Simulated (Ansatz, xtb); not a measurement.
Relative energy of two isomers of C5H7N3

We compare I, `C=NCc1ncc[nH]1`, a singlet, with II, `[H]/N=C/c1cc(C)[nH]n1`, a singlet. Both are isolated molecules in the gas phase, relaxed with PBE-D3(BJ)/def2-SVP; the shapes shown needn't be the lowest conformers.

I (Å):

```tsv
atom	x (Å)	y (Å)	z (Å)
C	-0.9373	0.1522	2.2122
C	0.4360	0.9100	0.4650
C	1.3026	0.1027	-0.4592
C	2.3557	-0.6899	-2.1564
C	2.8071	-1.4128	-1.0609
N	0.2336	0.1908	1.7127
N	1.4199	0.2466	-1.7714
N	2.1223	-0.8863	0.0165
H	-1.8265	0.6391	1.7411
H	-1.1043	-0.3866	3.1659
H	0.9615	1.8616	0.7160
H	-0.5053	1.1934	-0.0639
H	2.6579	-0.8043	-3.2051
H	3.5235	-2.2337	-0.9559
H	2.1495	-1.1688	0.9983
```

II (Å):

```xyz
15

C     0.3463   -0.9228    1.9803
C     0.0640   -1.2325    0.5465
C    -0.1498   -0.4195   -0.5615
C    -0.3665   -1.3193   -1.6469
C    -0.6403   -1.0079   -3.0496
N    -0.7173    0.2064   -3.4690
N    -0.2927   -2.6045   -1.2420
N    -0.0352   -2.5204    0.0692
H    -0.4361   -1.3303    2.6549
H     0.3817    0.1716    2.1312
H     1.3211   -1.3398    2.3109
H    -0.1540    0.6737   -0.6066
H    -0.7696   -1.9136   -3.6886
H    -0.9163    0.2099   -4.4835
H     0.0673   -3.3801    0.6107
```

Problem. Estimate E(II) − E(I) at the level CCSD(T)/def2-SVP + ΔMP2/def2-TZVPP.

Solution. Too close to call at this level: CCSD(T)/def2-SVP + ΔMP2/def2-TZVPP gives E(II) − E(I) = −0.031 eV.

Level by level:

| level | geometry | E(II) − E(I) (eV) | departure from the last row (eV) | job, with rough time for the two |
| --- | --- | --- | --- | --- |
| GFN2-xTB | GFN2-xTB | +0.330 | +0.362 | optimisation, 0.15 s |
| HF/STO-3G | GFN2-xTB | −0.032 | −0.001 | single point, 0.34 s |
| r2SCAN-D4/def2-SVP | GFN2-xTB | −0.150 | −0.119 | single point, 3.8 s |
| PBE-D3(BJ)/def2-SVP | PBE-D3(BJ)/def2-SVP | −0.123 | −0.092 | optimisation, 26 s |
| HF/def2-SVP | PBE-D3(BJ)/def2-SVP | +0.142 | +0.173 | part of the CCSD(T) run |
| MP2/def2-SVP | PBE-D3(BJ)/def2-SVP | −0.083 | −0.052 | part of the CCSD(T) run |
| CCSD(T)/def2-SVP | PBE-D3(BJ)/def2-SVP | −0.007 | +0.025 | single point |
| CCSD(T)/def2-SVP + ΔMP2/def2-TZVPP | PBE-D3(BJ)/def2-SVP | −0.031 |  | single point, 97 s |

As drawn, II has 1 N–H, 1 C–C, 1 C∷C, 1 N∷N in place of 1 C–N, 2 C∷N, 1 C–H (∷ is an aromatic bond).

The largest departure from CCSD(T)/def2-SVP + ΔMP2/def2-TZVPP is that of GFN2-xTB, 0.362 eV. The last row adds to CCSD(T) the change of the MP2 difference between the two basis sets, here −0.025 eV.

With thermal terms from frequencies at re-optimised GFN2-xTB minima (ideal gas, soft modes damped towards free rotors, one conformer each, 298.15 K, 1 atm): the zero-point term adds +0.011 eV; ΔH is −0.010 and ΔG −0.029 eV.

The correlated steps freeze 8 core orbitals. Run with Ansatz 0.2.0, xtb 6.7.1; the last row on 4 threads of Arm Neoverse V2 on a shared host.
